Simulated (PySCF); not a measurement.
Job for PySCF: D3(BJ) and D4 dispersion corrections on C2H9FOSi2 (SMILES C[Si](C)(F)O[SiH3]).

```python
from pyscf import gto
from pyscf.dispersion import dftd3, dftd4

mol = gto.M(
    atom='''
    Si   -0.54810312    0.28080515   -0.20588231
    O     1.09700727    0.14269871   -0.08696755
    Si    2.44409395   -0.64562997   -0.65579458
    F    -0.90557657    0.37304972   -1.79918407
    C    -1.37582114   -1.24804996    0.46097067
    C    -1.07706599    1.86572526    0.60639201
    H     2.93809786    0.00163469   -1.90308408
    H     3.50202259   -0.57663848    0.38873016
    H     2.12884816   -2.07712709   -0.94053019
    H    -1.03468934   -2.14399426   -0.08208349
    H    -1.14179531   -1.38700049    1.52873791
    H    -2.47077639   -1.18384250    0.35627108
    H    -0.56889903    2.72573230    0.14251743
    H    -2.16437320    2.01528200    0.51167071
    H    -0.82306973    1.85735492    1.67843631
    ''',
    basis='def2-svp',
    charge=0, spin=0, verbose=0, max_memory=1800)
d3, d4 = {}, {}
for xc in ['hf', 'pbe', 'blyp', 'revpbe', 'tpss', 'r2scan', 'b3lyp', 'pbe0', 'bhlyp', 'camb3lyp', 'b2plyp']:
    d3[xc] = float(dftd3.DFTD3Dispersion(mol, xc=xc, version='d3bj', atm=False).get_dispersion()['energy'])
    print(f'D3(BJ) {xc:10s} {d3[xc]:14.8f} Eh')
for xc in ['hf', 'pbe', 'blyp', 'revpbe', 'tpss', 'r2scan', 'b3lyp', 'pbe0', 'bhlyp', 'camb3lyp', 'b2plyp']:
    d4[xc] = float(dftd4.DFTD4Dispersion(mol, xc={'camb3lyp': 'cam-b3lyp'}.get(xc, xc), atm=True).get_dispersion()['energy'])
    print(f'D4     {xc:10s} {d4[xc]:14.8f} Eh')
```

It printed:

```
D3(BJ) hf            -0.08854985 Eh
D3(BJ) pbe           -0.01204564 Eh
D3(BJ) blyp          -0.02582594 Eh
D3(BJ) revpbe        -0.02903423 Eh
D3(BJ) tpss          -0.01544975 Eh
D3(BJ) r2scan        -0.00365885 Eh
D3(BJ) b3lyp         -0.02129923 Eh
D3(BJ) pbe0          -0.01079533 Eh
D3(BJ) bhlyp         -0.01719339 Eh
D3(BJ) camb3lyp      -0.01027478 Eh
D3(BJ) b2plyp        -0.01031336 Eh
D4     hf            -0.04188839 Eh
D4     pbe           -0.01259166 Eh
D4     blyp          -0.02707825 Eh
D4     revpbe        -0.03639535 Eh
D4     tpss          -0.01692401 Eh
D4     r2scan        -0.00330674 Eh
D4     b3lyp         -0.02012559 Eh
D4     pbe0          -0.01078305 Eh
D4     bhlyp         -0.01560144 Eh
D4     camb3lyp      -0.01101471 Eh
D4     b2plyp        -0.00885600 Eh
```

The run finished.

Cost: around 0.05 core-seconds (rough).
